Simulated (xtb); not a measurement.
xtb input (GFN2-xTB):

```bash
xtb mol.xyz --gfn 2 --ohess tight --chrg 0 --uhf 0
```
mol.xyz:
```
17

C     -0.26693301    -1.22699320    -1.51537054
Ge    -0.01984505     0.02019082    -0.02342983
C     -0.02924302     1.90903004    -0.64275230
C     -1.43666191    -0.24650576     1.35508940
C      1.78495857    -0.34710219     0.86114030
H     -1.18043808    -1.02471505    -2.04256804
H     -0.29458176    -2.28474409    -1.15410919
H      0.58490243    -1.15264325    -2.24190103
H      0.31945087     2.54481280     0.08802853
H     -1.05356300     2.11688530    -0.90758950
H      0.55856354     2.01902030    -1.52538540
H     -2.42790858    -0.13835207     0.88290297
H     -1.37606711    -1.24702679     1.74609720
H     -1.35329577     0.44070880     2.16149188
H      1.83374396    -1.41106003     1.10260993
H      2.55422900    -0.14991278     0.18548316
H      1.89858169     0.25887918     1.70274101
```

End of the output:

```
optimized geometry written to: xtbopt.xyz

           -------------------------------------------------
          | TOTAL ENERGY              -16.582883688557 Eh   |
          | TOTAL ENTHALPY            -16.428024596939 Eh   |
          | TOTAL FREE ENERGY         -16.472102063952 Eh   |
          | GRADIENT NORM               0.000308440004 Eh/α |
          | HOMO-LUMO GAP               8.643296878890 eV   |
           -------------------------------------------------

------------------------------------------------------------------------
------------------------------------------------------------------------
 total:
 SCF:
 ANC optimizer:
 analytical hessian:
```
